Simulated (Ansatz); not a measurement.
Basis-set extrapolation for `C[S][AlH][Cl]` (PBE0-D4/def2-TZVP geometry, frozen core, Ansatz 0.2.0). Multiplicity 1, RHF reference.

```json
{"": "HF", "def2-TZVPP": "-1139.307313", "def2-QZVPP": "-1139.340171"}
{"": "MP2 correlation", "def2-TZVPP": "-0.615052", "def2-QZVPP": "-0.668526"}
{"": "CCSD(T) correlation", "def2-TZVPP": "-0.695892", "def2-QZVPP": "not run"}
```

Energies in hartree. Use E(X) = E(∞) + A·exp(−7.88·√X) for Hartree–Fock and E(X) = E(∞) + B·X^(−2.97) for correlation, with X = 3 and 4, and add CCSD(T) minus MP2 of the smaller set to the MP2 limit.

Question: What is the CCSD(T) energy at the basis-set limit?

Answer: HF limit: -1139.340171 + (-0.032858) × 0.13774 = -1139.34470. MP2 limit: -0.668526 + (-0.053474) × 0.74074 = -0.70814. Higher-order term: -0.695892 − (-0.615052) = -0.08084. Total: -1140.13368 hartree, 342.6 kJ/mol below CCSD(T)/def2-TZVPP.
